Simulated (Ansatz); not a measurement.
Start from `C[SiH](Cl)[SbH2]` and change one atom or group to get `C[SiH](Cl)Br`.

Ansatz, PBE0-D4/def2-TZVP geometries, multiplicity 1. 

Elements past krypton have def2 core potentials. Scalar relativity is left out up to krypton. Spin–orbit coupling is left out; it splits and shifts lone-pair levels of the heavy atoms by tenths of an eV.

```csv
property,`C[SiH](Cl)[SbH2]`
HOMO–LUMO gap (B3LYP/def2-TZVPP) / eV,6.36
HOMO energy (ωB97M-V/def2-TZVPP) / eV,-9.17
HOMO energy (PBE0/def2-TZVPP) / eV,-7.20
size of the dipole moment (PBE/def2-TZVPP) / D,1.49
HOMO–LUMO gap (PBE0/def2-TZVPP) / eV,6.77
HOMO–LUMO gap (ωB97M-V/def2-TZVPP) / eV,10.36
```

(1) What does the change do to each property? (Best estimate.)

Answers

(1) Ansatz gave: 
```tsv
property	`C[SiH](Cl)Br`	shift
HOMO–LUMO gap (B3LYP/def2-TZVPP) / eV	8.12	1.76
HOMO energy (ωB97M-V/def2-TZVPP) / eV	-10.70	-1.53
HOMO energy (PBE0/def2-TZVPP) / eV	-8.49	-1.29
size of the dipole moment (PBE/def2-TZVPP) / D	1.94	0.45
HOMO–LUMO gap (PBE0/def2-TZVPP) / eV	8.60	1.83
HOMO–LUMO gap (ωB97M-V/def2-TZVPP) / eV	12.74	2.38
```

With PBE0 the HOMO falls by 1.29 eV and the LUMO rises by 0.54 eV, so the gap widens by about 1.83 eV. PBE moves the HOMO by -1.00 eV and ωB97M-V by -1.53 eV. The zero-point energy changes by -32.8 kJ/mol with -6 modes. Dipoles are sizes alone; their direction can turn.

B3LYP here is the variant with VWN-RPA as its local correlation; programs differ in this.
